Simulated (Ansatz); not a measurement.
A nudged elastic band was laid between two geometries of C2H5NOSi (10 atoms, charge 0, multiplicity 1).

Method: Ansatz 0.2.0, RKS r2SCAN-D4/def2-SVP.

* movable images: 7
* climbing image: yes
* spring: 5.0 eV/Å²
* optimiser: quadratic models (default)
* start path: through a guess of the saddle point
* force threshold: 0.05 eV/Å
* iteration limit: 60
* end points: relaxed

Image 0:

```xyz
10
Properties=species:S:1:pos:R:3
O -1.403 0.650 1.251
C -0.841 1.489 0.582
N -0.423 1.287 -0.736
C 0.145 0.184 -1.058
Si 0.627 -1.271 0.101
H -0.667 2.531 0.938
H 0.345 0.052 -2.139
H 1.785 -1.948 -0.557
H -0.508 -2.233 0.168
H 1.023 -0.792 1.453
```

Image 8:

```xyz
10
Properties=species:S:1:pos:R:3
O -0.354 2.883 -0.383
C -0.884 2.037 0.295
N -0.335 0.782 0.564
C -0.055 -0.059 -0.356
Si 0.810 -1.699 0.048
H -1.837 2.203 0.857
H -0.328 0.170 -1.412
H 1.985 -1.853 -0.861
H -0.147 -2.814 -0.225
H 1.227 -1.702 1.475
```

What changes between the two ends?

No bond is made or broken. The dihedral C2–N3–C4–Si5 changes from -4 to 175° by way of a nearly straight angle C2–N3–C4 (up to 175°), not by a turn about the bond.

Give the energies along the band, and the barrier.

The forces met the threshold. The highest image is number 5 of 0 to 8, 7.8 kcal/mol above the first end and 6.8 kcal/mol above the last; the last end lies 1.0 kcal/mol above the first. The profile has 3 maxima (images 1, 3, 5) with wells between them (images 2, 4): this band takes more than one step, which may be the mechanism or a detour left from its start path. A vibrational analysis at the climbing image gives one clearly imaginary mode, 210i cm⁻¹: a first-order saddle point.

```csv
image,path coordinate (Å),energy (kcal/mol),angle C2–N3–C4 (°)
0,0.00,0.0,120
1,1.45,0.7,115
2,2.90,0.3,122
3,4.34,1.5,128
4,5.79,0.9,130
5,7.24,7.8,175
6,7.97,3.7,142
7,8.69,1.2,126
8,9.41,1.0,123
```

What is the geometry of the highest image?


```xyz
10
Properties=species:S:1:pos:R:3:forces:R:3
O -0.160 2.782 1.193 0.00 0.01 0.01
C -0.837 1.956 0.605 -0.02 -0.02 0.00
N -0.354 0.953 -0.135 0.03 0.05 -0.03
C 0.193 0.041 -0.797 -0.01 -0.02 0.02
Si 0.626 -1.663 -0.035 0.00 0.00 0.00
H -1.957 1.940 0.616 0.00 -0.01 0.00
H 0.415 0.222 -1.875 -0.02 -0.01 -0.01
H 1.867 -2.187 -0.675 0.00 0.00 0.00
H -0.504 -2.595 -0.328 0.00 0.00 0.00
H 0.794 -1.500 1.435 0.00 0.00 0.00
```

Time of the run: 11 min on 2 threads of Arm Neoverse V1 (shared host), peak memory 0.16 GiB.
